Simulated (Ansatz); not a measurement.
Input and output for CH₆MoN₂O₂, SMILES `C[N]=[Mo]([NH2])(=[O])[OH]`.

```yaml
crystal:
  periodic: [false, false, false]
  atoms:
    - {symbol: C, position_ang: [0.002585, -2.003073, -0.772487]}
    - {symbol: N, position_ang: [0.253113, -0.707009, -0.248256]}
    - {symbol: Mo, position_ang: [-0.149728, 0.966649, -0.097783]}
    - {symbol: N, position_ang: [-0.463952, 1.234449, 1.795000]}
    - {symbol: O, position_ang: [-1.538655, 1.325757, -0.983068]}
    - {symbol: O, position_ang: [1.296847, 2.022838, -0.715805]}
    - {symbol: H, position_ang: [-0.889298, -2.021678, -1.408611]}
    - {symbol: H, position_ang: [-0.139970, -2.713523, 0.048954]}
    - {symbol: H, position_ang: [0.861308, -2.346446, -1.359064]}
    - {symbol: H, position_ang: [-0.265789, 0.559928, 2.515909]}
    - {symbol: H, position_ang: [-1.053535, 1.978672, 2.137977]}
    - {symbol: H, position_ang: [2.164173, 1.648236, -0.878765]}
basis:
  gaussian: {orbitals: def2-SVPD, fitting: {mean_field: cc-pVTZ-jkfit}}
hamiltonian: {xc: {name: BLYP}}
output: {forces: true}
```

```sh
$ ansatz run in.yaml --threads 4 --pin off --events-out ev --progress --plain --max-ram 11315MiB
```

It prints (some lines left out):

```
Functional definition: BLYP
Error: <dir> the basis set cc-pVTZ-JKFIT has no functions for Mo
```
